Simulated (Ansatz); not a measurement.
How methods differ on GeH2Cl (SMILES [Cl][GeH2])

GeH2Cl has 4 atoms, charge 0, and is taken as a doublet. SMILES: `[Cl][GeH2]`. Geometry: relaxed at PBE0-D4/def2-TZVP.

```jsonl
{"atom": "Cl", "x (Å)": "-1.5629", "y (Å)": "0.3052", "z (Å)": "0.9935"}
{"atom": "Ge", "x (Å)": "0.1067", "y (Å)": "-0.4511", "z (Å)": "-0.1416"}
{"atom": "H", "x (Å)": "0.0727", "y (Å)": "0.2596", "z (Å)": "-1.5142"}
{"atom": "H", "x (Å)": "1.3834", "y (Å)": "-0.1137", "z (Å)": "0.6623"}
```

Each level gives the energy change with the Ge2–H3 bond stretched from 1.546 to 1.933 Å (eV). The values are calculated.

```csv
level,kind,program,value (eV),less FCI/STO-3G,CPU time (all runs)
USVWN5/STO-3G,LDA,Ansatz,1.33,+0.13,2.8 s
UPBE/STO-3G,GGA,Ansatz,1.27,+0.07,4.7 s
U-r2SCAN/STO-3G,meta-GGA,Ansatz,1.37,+0.17,14 s
UBHLYP/STO-3G,global hybrid,Ansatz,1.47,+0.27,5.2 s
UHSE06/STO-3G,range-separated hybrid,Ansatz,1.38,+0.18,6.5 s
UMP2/STO-3G,perturbation theory,Ansatz,1.42,+0.22,0.66 s
UCCSD(T)/STO-3G,coupled cluster or CI,Ansatz,1.21,+0.01,1.1 s
UCCSD/STO-3G,coupled cluster or CI,Ansatz,1.21,+0.01,1.1 s
FCI/STO-3G,exact in the basis,Ansatz,1.20,0.00,6.5 s
```

FCI/STO-3G is exact within its basis and frozen core, so for wave-function methods in that basis the difference is their error; functionals converge differently with the basis, so for them it is only a difference. All-electron rows without a relativistic Hamiltonian named are non-relativistic. The first shape isn't each level's own minimum. The values span 1.20 to 1.47 eV. All rows use very small basis sets, so even the best lies far from the true value. In the correlated wave-function rows the outer d shell of Ge is correlated, in sets not made for it. Times are those of the runs behind each value, whatever else they computed, on shared processors of several kinds: orders of magnitude only.
